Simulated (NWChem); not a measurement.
hydrogen iodide (HI); SMILES I

```xyz
2

I      0.0000     0.0000     0.0520
H      0.0000     0.0000    -1.5652
```
Atoms are numbered in this order, from 1.

The geometry was optimised at PBE0/def2-SVP. def2 effective core potentials on I; no spin-orbit coupling.

Question: List the 6 lowest vertical singlet excitations from PBE0/def2-SVP with def2 effective core potentials on I, TDA (NWChem).

Answer: 
| state | energy (eV) | oscillator strength | leading excitation (squared amplitude) |
|---|---|---|---|
| S1 | 5.62 | 0.001 | HOMO → LUMO (0.97) |
| S2 | 5.62 | 0.001 | HOMO−1 → LUMO (0.97) |
| S3 | 11.11 | 0.983 | HOMO−2 → LUMO (0.91) |
| S4 | 13.24 | 0.398 | HOMO → LUMO+1 (0.97) |
| S5 | 13.24 | 0.398 | HOMO−1 → LUMO+1 (0.97) |
| S6 | 14.97 | 0.100 | HOMO → LUMO+2 (0.99) |
